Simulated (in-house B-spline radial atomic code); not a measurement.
**RPA and G0W0 on PBE: Ga IX (Ga8+)**

Configuration [Ar] 3d5, highest spin, mean-field start PBE. Computed with a B-spline radial code for spherical atoms: all electrons, scalar-relativistic (spin-free one-electron X2C), finite nucleus, each spin shell either full or empty, empty states to l = 9 with an (l + 1/2)⁻⁴ tail; G0W0 by contour deformation at full frequency.

Command:
```bash
python run_gw.py task.json out
```
Settings (radii: box in bohr, nucleus in fm):
```
Z                        31
electrons                23
configuration            [Ar] 3d5
hamiltonian              x2c
method                   pbe,pbe
lmax                     9
rms_radius               3.9973
spin_polarised           True
box_radius               7.7
intervals                66
```

Run time, properties included: 2.5 s on 1 thread of Arm Neoverse V1, with other jobs on the host.

Energies (hartree):

```json
{"term": "mean-field total", "value": "-1920.34761"}
{"term": "Hartree-Fock functional on these orbitals", "value": "-1919.57272"}
{"term": "direct second order", "value": "-1.7969"}
{"term": "second-order exchange", "value": "0.58703"}
{"term": "SOSEX correction", "value": "0.5509"}
```

Problem. What is the RPA correlation energy, and what remains with SOSEX?

Solution. RPA gives -1.6254 hartree (-1.92 eV per electron); RPA + SOSEX gives -1.0745, and the second-order doubles -1.2099 hartree (no singles). SOSEX takes back 34 % of the RPA value.

Quasi-particle levels (eV):

```
  level  occupied  mean field  Σx - vxc     Σc  QP weight     G0W0
  3d up       yes     -194.70    -18.84      ?          ?        ?
3p down       yes     -267.92    -16.17   0.21      0.967  -283.87
3d down        no     -185.62     20.62  -5.79      0.972  -170.78
```

G0W0 = mean field + (Σx - vxc) + Σc, with Σc (partial-wave tail included) taken at the quasi-particle energy. Only the outer levels were computed. Levels of low weight are left out.

Problem. Where does G0W0 put 3d up?

Solution. At -211.75 eV, with Σc = 1.79 eV and a quasi-particle weight of 0.970. The tabulated removal energy is 211 ± 2.2 eV (NIST, tabulated theory); the calculation leaves out spin-orbit coupling, Breit and QED terms, and what these don't explain is the method's own error.
